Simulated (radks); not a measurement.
Values are calculated unless marked as measured or tabulated.
Ge II, 31 electrons, occupied as [Ar] 3d9 4s2 4p1 5s1 (not the ground configuration). Level of theory: Dirac Kohn-Sham, RPBE, spin-unpolarised, spherical densities, finite nucleus; open shells are shared between the two j in proportion to 2j + 1; Fermi nuclear charge, rms radius 4.0742 fm (a radial shooting solver on a logarithmic mesh with Libxc functionals).

X-ray form factor f0, the Fourier transform of the density (f0(0) = 31):

sin(theta)/lambda (1/angstrom),f0 (electrons)
0.05,30.172
0.1,28.510
0.15,26.829
0.2,25.151
0.25,23.451
0.3,21.796
0.4,18.760
0.5,16.078
0.6,13.742
0.8,10.212
1,8.074
1.25,6.628
1.5,5.776
2,4.452
